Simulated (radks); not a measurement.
Values are calculated unless marked as measured or tabulated.
The mean radii <r> (bohr) of the occupied orbitals of an atom or ion are listed with their occupations. Code: a radial shooting solver on a logarithmic mesh with Libxc functionals. Model: Dirac Kohn-Sham, relativistic LDA (MacDonald-Vosko exchange, VWN5 correlation), spin-unpolarised, spherical densities, finite nucleus; Fermi nuclear charge, rms radius of each element as measured or else 0.836 A^(1/3) + 0.57 fm.

| orbital | occ. | <r> |
|---|---|---|
| 1s1/2 | 2 | 0.01640 |
| 2s1/2 | 2 | 0.06780 |
| 2p1/2 | 2 | 0.05565 |
| 2p3/2 | 4 | 0.06415 |
| 3s1/2 | 2 | 0.1665 |
| 3p1/2 | 2 | 0.1559 |
| 3p3/2 | 4 | 0.1690 |

Name the element and its charge. Open shells, if any, fill j = l - 1/2 first.

Answer. Z = 81, thallium, charge +63: Tl63+ in [Ar]. The 1s radius gives Z: for a bare nucleus <r> = (2 gamma + 1)/(2Z) with gamma = sqrt(1 - (Z/c)^2), 0.01613 bohr for Z = 81, and screening makes it slightly larger (0.01640 here). The occupations add up to 18, and the charge is Z minus that.
